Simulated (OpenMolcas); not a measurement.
## How methods differ on AlSnSiH7 (SMILES [SiH3][AlH][SnH3])

The species is AlSnSiH7 (10 atoms), meant as a singlet with charge 0. SMILES: `[SiH3][AlH][SnH3]`. The coordinates come from a PBE0-D4/def2-TZVP relaxation.

Each level gives the HOMO–LUMO gap (eV). The values are calculated.

```json
{"level": "HF/def2-SVP (core potential)", "kind": "Hartree–Fock", "program": "OpenMolcas", "value (eV)": "9.61", "CPU time": "7.5 s"}
{"level": "SVWN5/def2-SVP (core potential)", "kind": "LDA", "program": "OpenMolcas", "value (eV)": "2.92", "CPU time": "20 s"}
{"level": "revPBE/def2-SVP (core potential)", "kind": "GGA", "program": "OpenMolcas", "value (eV)": "3.05", "CPU time": "26 s"}
{"level": "M06-L/def2-SVP (core potential)", "kind": "meta-GGA", "program": "OpenMolcas", "value (eV)": "3.48", "CPU time": "34 s"}
{"level": "TPSS/def2-SVP (core potential)", "kind": "meta-GGA", "program": "OpenMolcas", "value (eV)": "3.27", "CPU time": "34 s"}
{"level": "r2SCAN/def2-SVP (core potential)", "kind": "meta-GGA", "program": "OpenMolcas", "value (eV)": "3.41", "CPU time": "34 s"}
{"level": "BHLYP/def2-SVP (core potential)", "kind": "global hybrid", "program": "OpenMolcas", "value (eV)": "6.33", "CPU time": "23 s"}
{"level": "B2PLYP/def2-SVP (core potential)", "kind": "double hybrid", "program": "OpenMolcas", "value (eV)": "6.51", "CPU time": "16 s"}
```

The values span 2.92 to 9.61 eV. Orbital gaps aren't excitation energies, and those of double hybrids come from the SCF part alone; they tend to grow with the share of exact exchange. Times are those of the runs behind each value, whatever else they computed, on shared processors of several kinds: orders of magnitude only.
